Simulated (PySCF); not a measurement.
Geometry (Å), atoms numbered from 1 in this order:
```xyz
20

C    -1.249   -1.088   -1.176
C    -1.206   -0.012   -0.378
C    -2.277    1.038   -0.423
C    -0.098    0.256    0.604
C     0.761   -0.968    0.997
Si    2.195   -1.148   -0.236
O     2.303    0.435   -0.785
Si    1.139    1.488   -0.197
H    -0.489   -1.872   -1.146
H    -2.061   -1.219   -1.895
H    -2.799    1.101    0.547
H    -1.851    2.038   -0.616
H    -3.022    0.830   -1.204
H    -0.536    0.718    1.506
H     1.220   -0.788    1.984
H     0.140   -1.874    1.101
H     1.942   -2.082   -1.372
H     3.469   -1.553    0.429
H     0.550    2.288   -1.306
H     1.745    2.413    0.810
```

Geometry: PBE0-D3(BJ)/def2-SVP; GIAO shifts from PySCF 2.14, gas phase, non-relativistic, averaged over equivalent atoms.

At mPW1PW91/pcSseg-1 (210 basis functions, 69 s wall time on 1 thread of an Arm Neoverse N1, shared host):
```json
{"atoms": "C2", "δ (ppm)": "156.8"}
{"atoms": "C1", "δ (ppm)": "114.7"}
{"atoms": "C4", "δ (ppm)": "33.3"}
{"atoms": "C3", "δ (ppm)": "27.7"}
{"atoms": "C5", "δ (ppm)": "15.0"}
{"atoms": "Si8", "δ (ppm)": "3.5"}
{"atoms": "Si6", "δ (ppm)": "2.6"}
{"atoms": "O7", "δ (ppm)": "28.2"}
{"atoms": "H17", "δ (ppm)": "5.21"}
{"atoms": "H10", "δ (ppm)": "5.12"}
{"atoms": "H18", "δ (ppm)": "5.04"}
{"atoms": "H20", "δ (ppm)": "5.00"}
{"atoms": "H9", "δ (ppm)": "4.93"}
{"atoms": "H19", "δ (ppm)": "4.76"}
{"atoms": "H14", "δ (ppm)": "1.88"}
{"atoms": "H11/H12/H13", "δ (ppm)": "1.80"}
{"atoms": "H15", "δ (ppm)": "1.27"}
{"atoms": "H16", "δ (ppm)": "1.06"}
```

Shifts are taken against calculated references (same method and geometry level): $^{13}$C (σ = 183.54 ppm), $^{29}$Si (σ = 350.83 ppm), $^{1}$H (σ = 31.32 ppm) against TMS; $^{17}$O (σ = 333.30 ppm) against H2O.

Q: Predict the values at PBE0/pcSseg-1 on the same geometry.

A: 
```csv
atoms,δ at PBE0/pcSseg-1,change
C2,156.9,+0.1
C1,114.6,-0.1
C4,33.5,+0.2
C3,27.7,+0.0
C5,15.1,+0.1
Si8,3.9,+0.4
Si6,2.9,+0.3
O7,29.0,+0.8
H17,5.26,+0.05
H10,5.14,+0.02
H18,5.10,+0.06
H20,5.05,+0.05
H9,4.94,+0.01
H19,4.81,+0.05
H14,1.91,+0.03
H11/H12/H13,1.81,+0.01
H15,1.29,+0.02
H16,1.07,+0.01
```

Scale: $^{13}$C (184.41 ppm), $^{29}$Si (351.99 ppm), $^{1}$H (31.27 ppm) vs TMS; $^{17}$O (334.56 ppm) vs H2O (reference shieldings calculated alike).

The largest change is at O7 (oxygen bonded to 2 Si, in a 5-membered ring). Cost: 210 basis functions, 89 s wall time on 1 thread of an Arm Neoverse N1, shared host. The order of the carbon signals is the same at both levels.

Experimental scales use liquid or dissolved standards, which lie at an offset from isolated H2O (liquid H2O: subtract about 36 ppm).
